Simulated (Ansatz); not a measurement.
Mulliken charges of F₂GeI₂ (`[F][Ge]([F])([I])[I]`) from ωB97M-V/def2-TZVPP in Ansatz (PBE0-D4/def2-TZVP geometry).

```
atom   x (Å)   y (Å)   z (Å)  charge (e)
  F1   0.144  -0.113   1.764      -0.332
 Ge2   0.072  -0.069   0.050       0.889
  F3   1.296  -1.163  -0.454      -0.332
  I4  -2.121  -0.927  -0.683      -0.112
  I5   0.659   2.199  -0.719      -0.112
```

Q: By hand: the dipole of these point charges (1 e Å = 4.8032 D).

A: Σ q r = (-0.250, 0.220, -0.233) e Å, of length 0.406 e Å = 1.95 D.

Q: How does the dipole of the full density compare? (An estimate is asked.)

A: Computed: (-0.278, 0.244, -0.260) e Å, 2.17 D; the point charges give 0.90 times that, at 0° from its direction.

Point charges leave out the atoms' own dipoles, such as those of lone pairs, and Mulliken's split depends on the basis, so the close match here is no proof of good charges.
